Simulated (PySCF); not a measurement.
The same groups moved round the core (benzothiophene cyano+boryl). Gas-phase values, no solvent. One relaxed conformer stands for each flexible species; it need not be the lowest. Strings in code marks are SMILES.

These are PySCF with r2SCAN-D4/def2-TZVP // r2SCAN-D4/def2-SVP values and carry that method's errors. All candidates: neutral, multiplicity 1. Excitations are Tamm–Dancoff values on a coarser integration grid. The basis has no diffuse functions, so Rydberg states are missing or too high.

```yaml
LUMO: -3.48 eV
S1 excitation (TDA): 3.30 eV
brightest of the four lowest singlets (TDA): 4.89 eV
```

### Question
Name which member has these values.
A) `Bc1ccc(C#N)c2ccsc12`
B) `Bc1cc2ccsc2cc1C#N`
C) `Bc1c(C#N)ccc2sccc12`
D) `Bc1cc(C#N)c2ccsc2c1`

### Answer
C, `Bc1c(C#N)ccc2sccc12`. The others give `Bc1cc(C#N)c2ccsc2c1`: -3.31 eV, 3.62 eV, 4.80 eV; `Bc1cc2ccsc2cc1C#N`: -3.18 eV, 3.56 eV, 4.73 eV; `Bc1ccc(C#N)c2ccsc12`: -3.62 eV, 3.10 eV, 4.78 eV
